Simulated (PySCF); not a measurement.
BFH2Si, BF2H2Si, BF2HSi, B2ClFH and others (calculated)

All values are calculated (PySCF 2.14.0). Calculation on a computer-drawn molecule: the log of a Hartree-Fock and frozen-core CCSD(T) single point meant for a local Hartree-Fock minimum, with one planted fault or none, to be diagnosed. Offsets are logged minus clean, where the clean run is the same molecule without the fault. The reference is restricted for singlets and unrestricted otherwise, and also for a bond in bohr or an excited solution. Adding or removing an electron swaps singlet and doublet. The excited solution moves the top pair (singlet) or top alpha electron (doublet) to the lowest empty orbital. Highest occupied and lowest empty are orbital energies over both spins, largest force is the largest gradient component, triples share is (T) over the correlation energy, the T1 limit is 0.02 restricted and 0.045 unrestricted, electrons count all cores, a negative frequency is imaginary (commonest isotopes), and the dipole is about the centre of nuclear charge.

Common to all runs: meant basis cc-pV(D+d)Z; logged SCF converged yes; possible faults no fault, one electron removed, one electron added, multiplicity raised by two, geometry at a saddle point, SCF held on an excited solution, minimal basis STO-3G, one bond length entered in bohr, all coordinates scaled.

```yaml
- entry: 1
  formula: BFH2Si
  logged_structure:
    atoms_angstrom:
      - [F, 1.0421, 2.1366, -0.4054]
      - [B, -0.1442, 1.784, -0.912]
      - [Si, -0.4661, 1.7505, -2.9404]
      - [H, -1.0066, 1.522, -0.1098]
      - [H, -0.1263, 0.2726, -3.0109]
  given:
    meant_charge: 0
    meant_multiplicity: 1
    logged_electrons: 31
    logged_basis_functions: 61
    logged_spin_squared: 0.7685
    "logged_highest_occupied [eV]": -1.1615
    "logged_lowest_empty [eV]": 7.8701
    "logged_largest_force [hartree/bohr]": 0.031115
    logged_T1_diagnostic: 0.019295
    logged_D1_diagnostic: 0.068709
    logged_triples_share: 0.024202
    logged_CC_converged: "yes"
    "logged_dipole_magnitude [debye]": 4.5326
    logged_SCF_stable_within_its_kind: "yes"
    "logged_energy_HF [hartree]": -414.21005
    "logged_energy_CCSD(T) [hartree]": -414.61135
    drawn_bonds_atom: [1, 2, 2, 3]
    drawn_bonds_other_atom: [2, 3, 4, 5]
    drawn_bonds_order: [1, 1, 1, 1]
  results:
    planted_fault: "one electron added"
    "HF_energy_offset_from_clean_run [kcal/mol]": -10.65
    "CCSD(T)_energy_offset_from_clean_run [kcal/mol]": -16.46
- entry: 2
  formula: BF2H2Si
  logged_structure:
    atoms_angstrom:
      - [F, -0.0304, 0.904, 1.9594]
      - [B, 0.1876, 0.3692, 0.7647]
      - [Si, -0.5609, -1.4404, 0.2761]
      - [F, -1.8053, -1.928, 1.194]
      - [H, 0.9269, 0.9487, 0.0177]
      - [H, -0.9616, -1.5967, -1.1376]
  given:
    meant_charge: 0
    meant_multiplicity: 2
    logged_electrons: 39
    logged_basis_functions: 75
    logged_spin_squared: 1.0365
    "logged_highest_occupied [eV]": -5.3844
    "logged_lowest_empty [eV]": -2.1428
    "logged_largest_force [hartree/bohr]": 0.05102
    "logged_dipole_magnitude [debye]": 3.9081
    logged_SCF_stable_within_its_kind: "no"
    "logged_energy_HF [hartree]": -513.57001
    drawn_bonds_atom: [1, 2, 3, 2, 3]
    drawn_bonds_other_atom: [2, 3, 4, 5, 6]
    drawn_bonds_order: [1, 1, 1, 1, 1]
  results:
    planted_fault: "SCF held on an excited solution"
    "HF_energy_offset_from_clean_run [kcal/mol]": 95.12
  notes: ["coupled-cluster numbers left out as unreliable"]
- entry: 3
  formula: BF2H2Si
  logged_structure:
    atoms_angstrom:
      - [F, -0.0277, 0.8253, 1.7889]
      - [B, 0.1713, 0.3371, 0.6981]
      - [Si, -0.5121, -1.3151, 0.252]
      - [F, -1.6483, -1.7603, 1.0901]
      - [H, 0.8463, 0.8661, 0.0162]
      - [H, -0.8779, -1.4578, -1.0386]
  given:
    meant_charge: 0
    meant_multiplicity: 2
    logged_electrons: 39
    logged_basis_functions: 75
    logged_spin_squared: 0.7726
    "logged_highest_occupied [eV]": -8.7901
    "logged_lowest_empty [eV]": 1.0855
    "logged_largest_force [hartree/bohr]": 0.13933
    logged_T1_diagnostic: 0.016859
    logged_D1_diagnostic: 0.065959
    logged_triples_share: 0.01859
    logged_CC_converged: "yes"
    "logged_dipole_magnitude [debye]": 1.2274
    logged_SCF_stable_within_its_kind: "yes"
    "logged_energy_HF [hartree]": -513.66551
    "logged_energy_CCSD(T) [hartree]": -514.22896
    drawn_bonds_atom: [1, 2, 3, 2, 3]
    drawn_bonds_other_atom: [2, 3, 4, 5, 6]
    drawn_bonds_order: [1, 1, 1, 1, 1]
  results:
    planted_fault: "all coordinates scaled, by -8.7 %"
    "HF_energy_offset_from_clean_run [kcal/mol]": 35.2
    "CCSD(T)_energy_offset_from_clean_run [kcal/mol]": 40.24
- entry: 4
  formula: BF2HSi
  logged_structure:
    atoms_angstrom:
      - [F, 0.8032, -0.5195, -2.7464]
      - [B, 0.686, -0.857, -1.4591]
      - [Si, -0.4135, 0.386, -0.1742]
      - [F, -1.7463, -0.5695, -0.1438]
      - [H, 1.2598, -1.8625, -1.1237]
  given:
    meant_charge: 0
    meant_multiplicity: 1
    logged_electrons: 37
    logged_basis_functions: 70
    logged_spin_squared: 0.7841
    "logged_highest_occupied [eV]": -17.841
    "logged_lowest_empty [eV]": -7.215
    "logged_largest_force [hartree/bohr]": 0.065381
    logged_T1_diagnostic: 0.025449
    logged_D1_diagnostic: 0.097957
    logged_triples_share: 0.024479
    logged_CC_converged: "yes"
    "logged_dipole_magnitude [debye]": 4.417
    logged_SCF_stable_within_its_kind: "yes"
    "logged_energy_HF [hartree]": -512.82115
    "logged_energy_CCSD(T) [hartree]": -513.37035
    drawn_bonds_atom: [1, 2, 3, 2]
    drawn_bonds_other_atom: [2, 3, 4, 5]
    drawn_bonds_order: [1, 1, 1, 1]
  results:
    planted_fault: "one electron removed"
    "HF_energy_offset_from_clean_run [kcal/mol]": 185.4
    "CCSD(T)_energy_offset_from_clean_run [kcal/mol]": 197.5
- entry: 5
  formula: BF2HSi
  logged_structure:
    atoms_angstrom:
      - [F, 0.8032, -0.5195, -2.7464]
      - [B, 0.686, -0.857, -1.4591]
      - [Si, -0.4135, 0.386, -0.1742]
      - [F, -1.7463, -0.5695, -0.1438]
      - [H, 1.2598, -1.8625, -1.1237]
  given:
    meant_charge: 0
    meant_multiplicity: 1
    logged_electrons: 38
    logged_basis_functions: 70
    logged_spin_squared: 0.0
    "logged_highest_occupied [eV]": -8.9075
    "logged_lowest_empty [eV]": 0.52584
    "logged_largest_force [hartree/bohr]": 1.3635e-05
    "logged_lowest_frequency [cm^-1]": 66.864
    logged_T1_diagnostic: 0.01742
    logged_D1_diagnostic: 0.049886
    logged_triples_share: 0.021107
    logged_CC_converged: "yes"
    "logged_dipole_magnitude [debye]": 1.3545
    logged_SCF_stable_within_its_kind: "yes"
    "logged_energy_HF [hartree]": -513.11663
    "logged_energy_CCSD(T) [hartree]": -513.68506
    drawn_bonds_atom: [1, 2, 3, 2]
    drawn_bonds_other_atom: [2, 3, 4, 5]
    drawn_bonds_order: [1, 1, 1, 1]
  results:
    planted_fault: "no fault"
    "HF_energy_offset_from_clean_run [kcal/mol]": 0.0
    "CCSD(T)_energy_offset_from_clean_run [kcal/mol]": 0.0
- entry: 6
  formula: B2ClFH
  logged_structure:
    atoms_angstrom:
      - [F, -0.56, -0.23, 2.0289]
      - [B, -0.1045, -0.0123, 0.917]
      - [B, 0.5557, 0.3194, -0.6827]
      - [Cl, 1.0238, 1.9294, -0.9452]
      - [H, 0.6221, -0.5862, -1.4392]
  given:
    meant_charge: 1
    meant_multiplicity: 1
    logged_electrons: 37
    logged_basis_functions: 70
    logged_spin_squared: 0.7567
    "logged_highest_occupied [eV]": -7.4024
    "logged_lowest_empty [eV]": 1.7657
    "logged_largest_force [hartree/bohr]": 0.11744
    logged_T1_diagnostic: 0.016712
    logged_D1_diagnostic: 0.055474
    logged_triples_share: 0.025412
    logged_CC_converged: "yes"
    "logged_dipole_magnitude [debye]": 1.9545
    logged_SCF_stable_within_its_kind: "yes"
    "logged_energy_HF [hartree]": -608.90314
    "logged_energy_CCSD(T) [hartree]": -609.41569
    drawn_bonds_atom: [1, 2, 3, 3]
    drawn_bonds_other_atom: [2, 3, 4, 5]
    drawn_bonds_order: [1, 1, 1, 1]
  results:
    planted_fault: "one electron added"
    "HF_energy_offset_from_clean_run [kcal/mol]": -154.6
    "CCSD(T)_energy_offset_from_clean_run [kcal/mol]": -159.8
- entry: 7
  formula: BClFH2Si
  logged_structure:
    atoms_angstrom:
      - [F, -4.5857, -0.5117, -0.8657]
      - [B, -3.6073, -0.5222, -0.1301]
      - [Si, -1.9378, -0.5303, 1.1833]
      - [Cl, -2.7914, -0.1022, 2.9555]
      - [H, -1.1088, 0.5347, 0.6251]
      - [H, -1.4532, -1.9015, 1.0477]
  given:
    meant_charge: 1
    meant_multiplicity: 1
    logged_electrons: 46
    logged_basis_functions: 84
    logged_spin_squared: 2.0303
    "logged_highest_occupied [eV]": -14.325
    "logged_lowest_empty [eV]": -9.3923
    "logged_largest_force [hartree/bohr]": 0.060071
    logged_T1_diagnostic: 0.042267
    logged_D1_diagnostic: 0.24696
    logged_triples_share: 0.029479
    logged_CC_converged: "yes"
    "logged_dipole_magnitude [debye]": 2.9831
    logged_SCF_stable_within_its_kind: "yes"
    "logged_energy_HF [hartree]": -873.33069
    "logged_energy_CCSD(T) [hartree]": -873.85176
    drawn_bonds_atom: [1, 2, 3, 3, 3]
    drawn_bonds_other_atom: [2, 3, 4, 5, 6]
    drawn_bonds_order: [1, 1, 1, 1, 1]
  results:
    planted_fault: "multiplicity raised by two"
    "HF_energy_offset_from_clean_run [kcal/mol]": 117.8
    "CCSD(T)_energy_offset_from_clean_run [kcal/mol]": 121.2
- entry: 8
  formula: BClFH2Si
  logged_structure:
    atoms_angstrom:
      - [F, -4.6636, -0.5204, -0.8804]
      - [B, -3.6686, -0.5311, -0.1323]
      - [Si, -1.9707, -0.5394, 1.2034]
      - [Cl, -2.8388, -0.104, 3.0057]
      - [H, -1.1276, 0.5438, 0.6357]
      - [H, -1.4779, -1.9338, 1.0656]
  given:
    meant_charge: 1
    meant_multiplicity: 1
    logged_electrons: 46
    logged_basis_functions: 84
    logged_spin_squared: 0.0
    "logged_highest_occupied [eV]": -17.637
    "logged_lowest_empty [eV]": -4.6371
    "logged_largest_force [hartree/bohr]": 0.020904
    logged_T1_diagnostic: 0.015899
    logged_D1_diagnostic: 0.044908
    logged_triples_share: 0.025194
    logged_CC_converged: "yes"
    "logged_dipole_magnitude [debye]": 4.6726
    logged_SCF_stable_within_its_kind: "yes"
    "logged_energy_HF [hartree]": -873.51665
    "logged_energy_CCSD(T) [hartree]": -874.04476
    drawn_bonds_atom: [1, 2, 3, 3, 3]
    drawn_bonds_other_atom: [2, 3, 4, 5, 6]
    drawn_bonds_order: [1, 1, 1, 1, 1]
  results:
    planted_fault: "all coordinates scaled, by +1.7 %"
    "HF_energy_offset_from_clean_run [kcal/mol]": 1.093
    "CCSD(T)_energy_offset_from_clean_run [kcal/mol]": 0.1316
- entry: 9
  formula: BClFH2Si
  logged_structure:
    atoms_angstrom:
      - [F, -4.5857, -0.5117, -0.8657]
      - [B, -3.6073, -0.5222, -0.1301]
      - [Si, -1.9378, -0.5303, 1.1833]
      - [Cl, -2.7914, -0.1022, 2.9555]
      - [H, -1.1088, 0.5347, 0.6251]
      - [H, -1.4532, -1.9015, 1.0477]
  given:
    meant_charge: 1
    meant_multiplicity: 1
    logged_electrons: 47
    logged_basis_functions: 84
    logged_spin_squared: 0.7688
    "logged_highest_occupied [eV]": -6.4263
    "logged_lowest_empty [eV]": 2.4372
    "logged_largest_force [hartree/bohr]": 0.11667
    logged_T1_diagnostic: 0.017453
    logged_D1_diagnostic: 0.072019
    logged_triples_share: 0.023352
    logged_CC_converged: "yes"
    "logged_dipole_magnitude [debye]": 1.4695
    logged_SCF_stable_within_its_kind: "yes"
    "logged_energy_HF [hartree]": -873.71833
    "logged_energy_CCSD(T) [hartree]": -874.25128
    drawn_bonds_atom: [1, 2, 3, 3, 3]
    drawn_bonds_other_atom: [2, 3, 4, 5, 6]
    drawn_bonds_order: [1, 1, 1, 1, 1]
  results:
    planted_fault: "one electron added"
    "HF_energy_offset_from_clean_run [kcal/mol]": -125.5
    "CCSD(T)_energy_offset_from_clean_run [kcal/mol]": -129.5
- entry: 10
  formula: BFH3Si
  logged_structure:
    atoms_angstrom:
      - [F, 1.0931, -2.4259, 1.4564]
      - [B, 0.106, -1.7072, 1.3614]
      - [Si, -1.5944, -0.4692, 1.1973]
      - [H, -1.7239, 0.0197, 2.5729]
      - [H, -2.6055, -1.4322, 0.7521]
      - [H, -1.1418, 0.5055, 0.2007]
  given:
    meant_charge: 1
    meant_multiplicity: 1
    logged_electrons: 30
    logged_basis_functions: 66
    logged_spin_squared: 2.0109
    "logged_highest_occupied [eV]": -14.785
    "logged_lowest_empty [eV]": -9.3314
    "logged_largest_force [hartree/bohr]": 0.058567
    "logged_dipole_magnitude [debye]": 3.6408
    logged_SCF_stable_within_its_kind: "no"
    "logged_energy_HF [hartree]": -414.34794
    drawn_bonds_atom: [1, 2, 3, 3, 3]
    drawn_bonds_other_atom: [2, 3, 4, 5, 6]
    drawn_bonds_order: [1, 1, 1, 1, 1]
  results:
    planted_fault: "multiplicity raised by two"
    "HF_energy_offset_from_clean_run [kcal/mol]": 125.4
  notes: ["coupled-cluster numbers left out as unreliable"]
```
